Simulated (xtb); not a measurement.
xtb input (GFN2-xTB):

```bash
xtb mol.xyz --gfn 2 --ohess tight --chrg 0 --uhf 0
```
mol.xyz:
```
14

C      1.80524435     0.70205618    -0.16253639
C      0.71010792     1.55606782    -0.36189193
Si    -1.07552110     1.14149265    -0.27154544
Si    -1.09411325    -1.11467594     0.28775340
C      0.73572375    -1.56857177     0.36493460
C      1.71264277    -0.75664259     0.16817203
H      2.76022421     1.10551575    -0.22928294
H      1.00526799     2.56876138    -0.60936956
H     -1.74253954     1.44235634    -1.51558042
H     -1.70959663     1.96604386     0.75105290
H     -1.71892182    -1.45662037     1.54527783
H     -1.79501085    -1.95281726    -0.82377621
H      0.98480709    -2.59170510     0.54754533
H      2.78643308    -1.16561061     0.25092371
```

End of the output:

```
optimized geometry written to: xtbopt.xyz

           -------------------------------------------------
          | TOTAL ENERGY              -16.019567642480 Eh   |
          | TOTAL ENTHALPY            -15.914532179701 Eh   |
          | TOTAL FREE ENERGY         -15.954121127738 Eh   |
          | GRADIENT NORM               0.000387023318 Eh/α |
          | HOMO-LUMO GAP               2.490939752521 eV   |
           -------------------------------------------------

------------------------------------------------------------------------
------------------------------------------------------------------------
 total:
 SCF:
 ANC optimizer:
 analytical hessian:
```
